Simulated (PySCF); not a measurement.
# RhOBr, triplet: structure and spectrum

Method: PySCF, UPBE0, basis Rh def2-TZVP with ECP28, O def2-TZVP, Br def2-TZVP (scalar-relativistic core potentials, no spin–orbit coupling, density fitting).

The structure is a minimum.

```xyz
3
charge 0 multiplicity 3, angstrom
Rh   -0.6904    0.0000   -0.5163
O    -2.1918    0.0000    0.1842
Br    1.3445    0.0000    0.6359
```

| Property | Result |
| --- | --- |
| Point group | Cs |
| Bond lengths | Rh–Br 2.338 Å, Rh–O 1.657 Å |
| Bond angles | Br–Rh–O 125.5° |
| Lowest empty level (β) | -4.24 eV |
| Principal polarisabilities | 40.1, 45.7, 85.7 bohr³ |
| Rotational symmetry number | 1 |
| Spin squared ⟨S²⟩ | 2.016 |
| Heat capacity Cp at 298.15 K | 50.2 J/(mol K) |
| Principal quadrupole moments (Buckingham, traceless) about the centre of mass | -5.59, 0.37, 5.22 D Å |
| Zero-point energy | 8.2 kJ/mol |
| Atomisation energy without zero-point energy | 657 kJ/mol |
| Rotational constants | 0.792, 0.05489, 0.05133 cm⁻¹ |
| Enthalpy at 298.15 K above 0 K | 13.06 kJ/mol |
| Dipole moment | 2.47 D |
| Entropy at 298.15 K and 1 bar (electronic part: spin only) | 313.5 J/(mol K) |
| Highest occupied level (α) | -7.70 eV |

Harmonic modes (masses in u: Rh 102.906, O 15.995, Br 78.918):
```
symmetry  ω (cm⁻¹)  IR (km/mol)  μ (u)     type
      a'       111         10.3  20.85     bend
      a'       281         24.4  81.55  stretch
      a'       982         88.8  18.01  stretch
```

Charges (e):
```csv
atom,Mulliken,Löwdin,polar tensor,spin (Mulliken),Mayer order to Rh1
Rh1,0.79,0.11,1.06,1.25,–
O2,-0.45,-0.17,-0.58,0.74,1.84
Br3,-0.35,0.06,-0.48,0.01,1.01
```

Mulliken populations on Rh1 (electrons outside its core potential): s 2.38, p 6.20, d 7.62, f 0.01.

Outer orbital energies (eV). α occupied: -12.97, -10.55, -9.91, -9.35, -8.66, -8.34, -7.88, -7.70; empty: -4.09, -1.55, 0.19, 1.08. β occupied: -12.57, -11.73, -10.96, -10.13, -9.39, -8.83, -7.88, -7.73; empty: -4.24, -3.69, -3.52, -0.83.

Formally Rh is in oxidation state +3, d6, with 2 unpaired electrons (the high-spin count would be 4). The Mulliken spin on Rh is 1.25. The polar-tensor charge on Rh, 1.06, is far below the formal one.

This need not be the most stable arrangement of these atoms. Other spin states or occupations of the open shell can lie lower.

The final relaxation and frequency run took of the order of 9 core-minutes on a shared host.
